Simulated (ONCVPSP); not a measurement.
**Transferability test, ONCV potential for O**

```json
{
 "Element": "O (Z = 8)",
 "Generator": "ONCVPSP 4.0.1",
 "Type": "optimised norm-conserving Vanderbilt (ONCV)",
 "Functional": "PBEsol",
 "Relativity": "scalar-relativistic",
 "Frozen core": "[He]",
 "Valence charge": "6",
 "Reference configuration": "2s2 2p4",
 "Partial waves": "2s: rc 0.90 bohr, ncon 4, nbas 7, qcut 9 1/bohr, local; 2p: rc 1.50 bohr, ncon 4, nbas 9, qcut 9.6 1/bohr, 2 projectors, debl 1.3 Ha; d scattering state at 0.07 Ha: rc 1.65 bohr, ncon 4, nbas 7, qcut 6.3 1/bohr, 2 projectors, debl 0.8 Ha",
 "Local potential": "the s channel",
 "Core correction": "none"
}
```

Energies are relative to the spin-unpolarised reference configuration 2s2 2p4; without spin polarisation the order of configurations can differ from experiment.

```
valence configuration  charge  ΔE all-electron (eV)  error AE − PS (meV)
              2s2 2p3      +1                16.360                  +23
              2s2 2p2      +2                49.837                 +192
```

(1) What are ΔE and the potential's error for 2s0 2p6?

(2) What are ΔE and the potential's error for 2s2 2p1?

## Answers

(1) ΔE = 29.748 eV all-electron; the error (AE − PS) is +39 meV.

(2) ΔE = 103.544 eV all-electron; the error (AE − PS) is +756 meV.
